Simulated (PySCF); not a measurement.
**From computed data to an observable: chemical shift, span and skew from a shielding tensor**

Zn(SH)(SMe) (CH4S2Zn), SMILES [S]([Zn][SH])C. Atoms are numbered in the order given.

```xyz
8

Zn    -0.1758     0.2036     0.2588
S     -1.6661     1.7833     0.4114
H     -2.6895     0.8991     0.4451
S      1.3189    -1.3656     0.1075
C      1.4833    -1.5035    -1.7097
H      0.5437    -1.8078    -2.1914
H      2.2303    -2.2878    -1.8960
H      1.8466    -0.5725    -2.1666
```
Charge 0, spin multiplicity 1.

Coordinates come from a PBE0-D3(BJ)/def2-SVP optimisation. The structure was generated by enumeration; whether it is a known compound was not checked. One conformer was computed; it need not be the lowest.

GIAO shieldings from PBE0/pcSseg-1 (PySCF), non-relativistic, no solvent. The symmetric part of the tensor of C5 has the principal values 164.5, 167.0, 190.1 ppm. The same nucleus in TMS has σ = 186.3 ppm at this level (PySCF, at its B3LYP-D3(BJ)/def2-TZVP geometry).

### Question
Work out the isotropic shielding, the ¹³C shift against TMS, the span and the skew.

### Answer

σ(iso) = (σ11 + σ22 + σ33)/3 = 173.9 ppm. δ = σ(ref) − σ(iso) = 186.3 − (173.9) = 12.4 ppm.
Span Ω = σ33 − σ11 = 25.6 ppm. Skew κ = 3(σ(iso) − σ22)/Ω = 0.80. Tumbling in solution averages the tensor to δ; in a static solid the shielding alone would spread this spin-1/2 line over Ω.
